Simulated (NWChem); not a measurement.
Two isomers of C2H5NSi, each optimised at PBE0/def2-SVP with NWChem. Flexible species stand in one conformer each, which need not be the lowest. 

A: N[SiH2]C#C
B: C1=NC[SiH2]1

### Question
Which is lower in energy, by how much, and how do their other properties compare?

### Answer
A is lower by 9.4 kcal/mol in electronic energy; with zero-point energies, B − A = 10.8 kcal/mol.
|  | A | B |
|---|---|---|
| highest occupied level (eV) | -7.30 | -6.79 |
| orbital gap (eV) | 7.32 | 6.12 |
| dipole (D) | 1.29 | 1.68 |
| highest harmonic frequency (cm⁻¹) | 3719 | 3155 |
| zero-point energy (kcal/mol) | 39.0 | 40.3 |
